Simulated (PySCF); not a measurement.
Sb2, SMILES [Sb]#[Sb]. Atoms are numbered in the order given.

```xyz
2

Sb     0.0000     0.0000    -1.2440
Sb     0.0000     0.0000     1.2440
```
Charge 0, spin multiplicity 1.

Geometry: B3LYP-D3(BJ)/def2-TZVP. The def2 effective core potentials stand for the cores of Sb; spin–orbit coupling is left out.

Method: PySCF with TDA-ωB97X/def2-TZVPD.

Vertical excitations; the highest root listed may be one member of a degenerate set.  State labels are in the subgroup D2h.

Computed excitation energies, oscillator strengths and character:
| state | symmetry | energy (eV) | λ (nm) | f | main pairs |
|---|---|---|---|---|---|
| S1 | Au | 1.85 | 671 | 0.000 | HOMO→LUMO+1 49 %, HOMO−1→LUMO 49 % |
| S2 | Au | 2.26 | 549 | 0.000 | HOMO−1→LUMO, HOMO→LUMO+1 (degenerate set) |
| S3 | B1u | 2.26 | 549 | 0.000 | HOMO→LUMO, HOMO−1→LUMO+1 (degenerate set) |
| S4 | B2g | 2.85 | 435 | 0.000 | HOMO−2→LUMO (degenerate set) |
| S5 | B3g | 2.85 | 435 | 0.000 | HOMO−2→LUMO+1 (degenerate set) |
| S6 | B1u | 4.69 | 264 | 0.171 | HOMO−1→LUMO+1 29 %, HOMO→LUMO 29 %, HOMO−2→LUMO+2 27 %, HOMO−2→LUMO+6 11 % |
| S7 | B2g | 5.42 | 229 | 0.000 | HOMO→LUMO+2 (degenerate set) |
| S8 | B3g | 5.42 | 229 | 0.000 | HOMO−1→LUMO+2 (degenerate set) |
| S9 | B3u | 5.86 | 211 | 0.260 | HOMO→LUMO+3 (degenerate set) |
| S10 | B2u | 5.86 | 211 | 0.260 | HOMO−1→LUMO+3 (degenerate set) |
| T1 | B1u | 1.35 | 919 | 0 | HOMO→LUMO 49 %, HOMO−1→LUMO+1 49 % |
| T2 | Au | 1.57 | 789 | 0 | HOMO→LUMO+1, HOMO−1→LUMO (degenerate set) |
| T3 | B1u | 1.57 | 789 | 0 | HOMO−1→LUMO+1, HOMO→LUMO (degenerate set) |
| T4 | Au | 1.85 | 671 | 0 | HOMO−1→LUMO 49 %, HOMO→LUMO+1 49 % |
Triplets are in the Tamm–Dancoff approximation.
